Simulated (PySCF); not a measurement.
C6H9N2 (charge -1).
Geometry (PBE0-D3(BJ)/def2-SVP, Å), atoms numbered from 1 in this order:
```xyz
17
C6H9N2 angstrom
C     -1.964    0.852   -0.308
C     -1.534   -0.602   -0.444
C     -0.394   -0.975    0.513
C      0.925   -0.343    0.189
C      2.116   -0.960   -0.199
N      3.070   -0.016   -0.422
C      2.415    1.125   -0.161
N      1.130    1.006    0.213
H     -1.068    1.493   -0.354
H     -2.441    1.027    0.672
H     -2.684    1.149   -1.090
H     -2.401   -1.272   -0.279
H     -1.186   -0.789   -1.476
H     -0.266   -2.072    0.509
H     -0.712   -0.708    1.542
H      2.315   -2.031   -0.321
H      2.902    2.105   -0.243
```

Level of theory: PySCF 2.14.0, PBE0-D3(BJ)/def2-SVP geometry optimisation, gas phase.

Take the most abundant isotopes and a rigid rotor. The values belong to one conformer with, in the numbering `[CH3:1][CH2:2][CH2:3][c:4]1[cH:5][n-:6][cH:7][n:8]1`, C1–C2–C3–C4 -69°, C2–C3–C4–C5 -116°.

(1) What are A, B and C (MHz)?

(2) What kind of rotor is it?

(3) Is it planar, by Δ = Ic − Ia − Ib?

(4) Predict some low-J microwave lines.

(5) Estimate the classical rotational partition function at 10 K, 50 K and 500 K.

## Answers

(1) Ia = 103.10, Ib = 366.26, Ic = 435.72 u·Å²; 505379 MHz·u·Å²/I gives A = 4902, B = 1380, C = 1160 MHz.

(2) An asymmetric top; Ray's κ = -0.882.

(3) Not planar: Δ = Ic − Ia − Ib = -33.64 u·Å². For a rigid frame Δ = −2 Σ m c², so Σ m c² = 16.82 u·Å² lies off the ab plane: 6.61 from hydrogen and 10.22 from heavier atoms. The atom farthest from that plane is 1.56 Å away.

(4) The dipole components (about the centre of mass, as the species is charged) are |μa| = 4.77 D, |μb| = 1.09 D, |μc| = 0.02 D. The squared components, which scale the intensities, stand as 1.00 : 0.05 : 0.00 (a : b : c). Some lines, for components of 0.1 D or more:

```json
{"type": "a", "branch": "Q", "J(Ka,Kc)": "2(1,1) ← 2(1,2)", "MHz": "660", "lower level (cm⁻¹)": "0.364"}
{"type": "b", "branch": "R", "J(Ka,Kc)": "2(0,2) ← 1(1,1)", "MHz": "1547", "lower level (cm⁻¹)": "0.202"}
{"type": "a", "branch": "R", "J(Ka,Kc)": "1(0,1) ← 0(0,0)", "MHz": "2540", "lower level (cm⁻¹)": "0.000"}
{"type": "b", "branch": "Q", "J(Ka,Kc)": "1(1,0) ← 1(0,1)", "MHz": "3742", "lower level (cm⁻¹)": "0.085"}
{"type": "b", "branch": "Q", "J(Ka,Kc)": "2(1,1) ← 2(0,2)", "MHz": "3972", "lower level (cm⁻¹)": "0.254"}
{"type": "a", "branch": "R", "J(Ka,Kc)": "2(1,2) ← 1(1,1)", "MHz": "4859", "lower level (cm⁻¹)": "0.202"}
{"type": "a", "branch": "R", "J(Ka,Kc)": "2(0,2) ← 1(0,1)", "MHz": "5069", "lower level (cm⁻¹)": "0.085"}
{"type": "b", "branch": "R", "J(Ka,Kc)": "1(1,1) ← 0(0,0)", "MHz": "6062", "lower level (cm⁻¹)": "0.000"}
{"type": "b", "branch": "R", "J(Ka,Kc)": "2(1,2) ← 1(0,1)", "MHz": "8382", "lower level (cm⁻¹)": "0.085"}
{"type": "b", "branch": "Q", "J(Ka,Kc)": "2(2,0) ← 2(1,1)", "MHz": "10576", "lower level (cm⁻¹)": "0.386"}
{"type": "b", "branch": "Q", "J(Ka,Kc)": "2(2,1) ← 2(1,2)", "MHz": "11226", "lower level (cm⁻¹)": "0.364"}
{"type": "b", "branch": "R", "J(Ka,Kc)": "2(2,1) ← 1(1,0)", "MHz": "15866", "lower level (cm⁻¹)": "0.210"}
{"type": "b", "branch": "R", "J(Ka,Kc)": "2(2,0) ← 1(1,1)", "MHz": "16096", "lower level (cm⁻¹)": "0.202"}
```

(5) Point group C1, symmetry number σ = 1; q = (√π/σ)·√((kT/h)³/(ABC)), k/h = 20836.6 MHz/K: 1900 at 10 K, 21300 at 50 K, 673000 at 500 K.

Not checked by PBE0-D3(BJ)/def2-SVP frequencies. The geometry's basis has no diffuse functions, a weakness for an anion. These are rigid-rotor constants of the computed structure; measured ground-state constants (B0) also hold zero-point vibration. A rigid rotor knows nothing of internal rotation, which can split or shift real lines. Quadrupole hyperfine structure (14N) is left out.
